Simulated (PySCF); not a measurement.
Si⁺: excitation energy

Si⁺ [Ne] 3s2 3p1 (2P) → Si⁺ [Ne] 3s1 3p2 (4P), as a difference of total energies. Computed with PySCF 2.14 in x2c-QZVPPall (9s6p4d2f1g, 70 functions), with the spin-free X2C one-electron Hamiltonian (Gaussian nucleus). Correlated levels: valence: [Ne] frozen. The calculations carry no spin-orbit coupling.

Order these methods by the excitation energy they give, lowest first.
A. UHF
B. MP2 (valence)
C. SCS-MP2 (valence)
D. CCSD (valence)

A (3.926 eV), B (4.843 eV), D (5.132 eV), C (5.207 eV).

Errors of the correlated levels include the incompleteness of this basis and the frozen core.

For comparison: 5.308 eV (measured; NIST levels, between the centres of gravity of the two terms).
